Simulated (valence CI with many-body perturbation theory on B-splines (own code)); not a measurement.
Values are calculated unless marked as measured or tabulated.
S IV: what the settings do

Level of theory: configuration interaction combined with many-body perturbation theory (CI+MBPT): three valence electrons over a frozen Dirac-Fock core [Ne], a basis of 6 s, 6 p, 5 d, 3 f, 1 g functions for each j, with the one-electron correlation potential Σ1 (screened to all orders), the two-electron term Σ2, the three-electron term Σ3, Breit, model QED; selected single and double excitations, second order for the rest (own B-spline code, finite nucleus).

Set against measurement, 23 paired levels are off by 139 cm⁻¹ on average, the worst by 268.

The reference run has the lowest level 3s2.3p 2P°_1/2 and an ionisation energy of 47.3441 eV. Its largest variational space holds 4019 state functions.

```csv
Level,Reference (cm⁻¹),Shift (cm⁻¹)
3s2.3p 2P°_3/2,953,-0.4
3s.3p2 4P_1/2,70974,-28
3s.3p2 4P_3/2,71318,-28
3s.3p2 4P_5/2,71866,-28
3s.3p2 2D_3/2,94059,-12
3s.3p2 2D_5/2,94106,-13
3s.3p2 2S_1/2,123778,+48
3s.3p2 2P_1/2,133833,+30
3s.3p2 2P_3/2,134460,+29
3s2.3d 2D_3/2,152351,+99
3s2.3d 2D_5/2,152364,+100
3s2.4s 2S_1/2,181416,+92
```

The ionisation energy moves by +0.0115 eV.

Which of these changes was made?
A. QED terms on → off
B. correlating orbitals by l 3 3 3 2 1 → 2 2 1 1 0; natural orbitals for correlation on → off
C. correlating orbitals by l 3 3 3 2 1 → 5 1 4 3 0
D. three-electron term on → off

D. three-electron term on → off.
